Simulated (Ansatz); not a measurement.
One change: `OC1(F)BC1` becomes `FC1([SiH2]S)BC1`.

Ansatz, PBE0-D4/def2-TZVP geometries, multiplicity 1. Each molecule was computed in one conformer, which needn't be the lowest.

| property | `OC1(F)BC1` |
| --- | --- |
| HOMO–LUMO gap (B3LYP/def2-TZVPP) / eV | 5.02 |
| size of the dipole moment (PBE/def2-TZVPP) / D | 2.11 |
| LUMO energy (PBE0/def2-TZVPP) / eV | -2.01 |
| HOMO–LUMO gap (PBE/def2-TZVPP) / eV | 2.99 |
| size of the dipole moment (B3LYP/def2-TZVPP) / D | 2.18 |
| HOMO energy (ωB97M-V/def2-TZVPP) / eV | -9.76 |

Q: Give the same properties after the change, and the shifts. (An estimate is asked.)

A: Computed: 
| property | `FC1([SiH2]S)BC1` | shift |
| --- | --- | --- |
| HOMO–LUMO gap (B3LYP/def2-TZVPP) / eV | 4.88 | -0.14 |
| size of the dipole moment (PBE/def2-TZVPP) / D | 2.14 | 0.03 |
| LUMO energy (PBE0/def2-TZVPP) / eV | -2.14 | -0.13 |
| HOMO–LUMO gap (PBE/def2-TZVPP) / eV | 3.09 | 0.10 |
| size of the dipole moment (B3LYP/def2-TZVPP) / D | 2.34 | 0.16 |
| HOMO energy (ωB97M-V/def2-TZVPP) / eV | -9.66 | 0.10 |

Dipoles are sizes alone; their direction can turn.

B3LYP here is the variant with VWN-RPA as its local correlation; programs differ in this.
